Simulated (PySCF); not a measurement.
Computed IR spectrum (relative IR intensity) of a molecule C₂H₉NSi₃. The structure is a stationary point at PBE-D3(BJ)/def2-SVP. One conformer was computed; it need not be the lowest. Level of theory: PBE-D3(BJ)/def2-SVP (PySCF). Frequencies are harmonic and unscaled.

Lines under 2 % of the strongest are left out, and lines within 2 cm⁻¹ are merged.

```
ν (cm⁻¹)  relative intensity
--------  ------------------
300                      5.6
310                      2.5
390                      2.2
409                      2.6
454                      3.5
478                      2.2
537                      4.8
550                      2.4
589                       11
633                       29
646                       24
674                      8.1
758                       42
779                       20
834                      100
873                      5.3
893                       29
899                      9.9
904                       15
931                       21
1159                     3.5
1164                     2.2
1262                      18
1349                     3.8
1638                      10
2143                      32
2145                      32
2150                      17
2157                      30
2159                      52
2164                      53
2973                     2.6
3003                      14
```

Which molecule gave these data?
A) [SiH3]C[Si@@H]1N=C[SiH2]1
B) N[SiH2]C#C[SiH2][SiH3]
C) [SiH3][Si@H]1CN=C[SiH2]1
D) [SiH3]N[Si@H]1C=C[SiH2]1

C, [SiH3][Si@H]1CN=C[SiH2]1
